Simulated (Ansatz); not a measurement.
`[SiH3][CH](S)[SbH2]`, relaxed with RKS PBE0-D4/def2-TZVP in Ansatz from a PBE-D4/def2-SVP geometry. The force threshold is 0.005 eV/Å; the program also tests the step.

Total charge 0; spin multiplicity 1. Sb: def2 effective core potential.

Start:

```xyz
11

Si    0.733    1.439    0.599
C    -0.523    0.156   -0.035
S    -0.510    0.173   -1.858
Sb   -0.080   -1.803    0.940
H     0.552    1.588    2.085
H     0.514    2.774   -0.059
H     2.134    0.976    0.311
H    -1.525    0.440    0.354
H    -1.225   -0.971   -2.064
H    -1.244   -2.611   -0.070
H     1.174   -2.161   -0.202
```

```
step  energy (eV)  largest force (eV/Å)  largest move (Å)
   1  -26393.9741                 0.657             0.000
   2  -26394.0099                 0.562             0.086
   3  -26394.0289                 0.207             0.048
   4  -26394.0316                 0.105             0.017
   5  -26394.0328                 0.016             0.029
   6  -26394.0332                 0.016             0.020
   7  -26394.0333                 0.011             0.013
   8  -26394.0333                 0.007             0.002
   9  -26394.0333                 0.002             0.002
```

End:

```xyz
11

Si    0.724    1.414    0.590
C    -0.548    0.163   -0.005
S    -0.581    0.208   -1.805
Sb   -0.092   -1.772    0.893
H     0.548    1.611    2.054
H     0.548    2.716   -0.105
H     2.092    0.898    0.325
H    -1.526    0.440    0.403
H    -1.119   -1.003   -2.033
H    -1.219   -2.586   -0.108
H     1.174   -2.088   -0.208
```

Hardware: 4 threads of an Arm Neoverse V1 on a shared host. Wall time 47 s, peak host memory 0.61 GiB.
